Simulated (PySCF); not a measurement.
# Excitation energies in several basis sets

Species: C₂H₇NOSi₂.
Structure used (PBE0-D3(BJ)/def2-SVP), in Å, numbered top down from 1:
```xyz
13
C2H7NOSi2 angstrom
C     -2.6717   -0.1445    0.0486
O     -1.3678    0.3709   -0.0186
Si     0.0131   -0.5565    0.0666
Si     1.7658    0.9812   -0.1537
C      3.3464    0.0070   -0.0195
N      4.2994   -0.6484    0.0727
H     -3.3836    0.6905   -0.0285
H     -2.8593   -0.6676    1.0042
H     -2.8793   -0.8487   -0.7781
H      0.0673   -1.5699   -1.0344
H      0.1138   -1.2770    1.3750
H      1.7851    1.9934    0.9395
H      1.7778    1.6542   -1.4834
```

TDDFT with PBE0 (PySCF), vertical singlets, core orbitals frozen in the response, spherical d and f functions. Isolated species at its PBE0-D3(BJ)/def2-SVP geometry (one conformer only).

| basis | functions | diffuse | S1 (eV) | S2 (eV) | S3 (eV) | S4 (eV) | S5 (eV) | LUMO (eV) | α (au) |
| --- | --- | --- | --- | --- | --- | --- | --- | --- | --- |
| 6-31G* | 106 | no | 6.32 | 6.52 | 6.76 | 7.15 | 7.19 | -0.63 | 73.6 |
| def2-SVP | 127 | no | 6.38 | 6.54 | 6.68 | 7.07 | 7.15 | -0.71 | 77.3 |
| 6-31+G* | 130 | yes | 6.27 | 6.43 | 6.69 | 7.04 | 7.08 | -0.94 | 81.6 |
| def2-SVPD | 187 | yes | 6.33 | 6.43 | 6.57 | 7.01 | 7.05 | -0.93 | 88.5 |
| aug-cc-pVDZ | 209 | yes | 6.23 | 6.40 | 6.58 | 6.95 | 6.96 | -0.94 | 90.5 |
| def2-TZVP | 240 | no | 6.23 | 6.32 | 6.52 | 6.97 | 6.98 | -0.99 | 85.3 |
| def2-TZVPD | 300 | yes | 6.20 | 6.29 | 6.48 | 6.92 | 6.96 | -1.04 | 90.0 |

Q: Compare the sets with the largest diffuse one.

A: States are compared by their number. Against the largest diffuse basis here (def2-TZVPD, itself not a converged limit), sets without diffuse functions differ by up to 0.18 eV in S1 and 0.23 eV in S5; the smaller diffuse sets differ by up to 0.13 and 0.12 eV. State by state, the largest deviation of a set without diffuse functions is S1 0.18, S2 0.25, S3 0.28, S4 0.23, S5 0.23 eV. The same number needn't mean the same state in each row. Against def2-TZVPD the polarisability deviates by -18% in 6-31G*, -14% in def2-SVP, -9% in 6-31+G*, -2% in def2-SVPD, +1% in aug-cc-pVDZ, -5% in def2-TZVP. A single + in a Pople set puts diffuse functions on heavy atoms only.
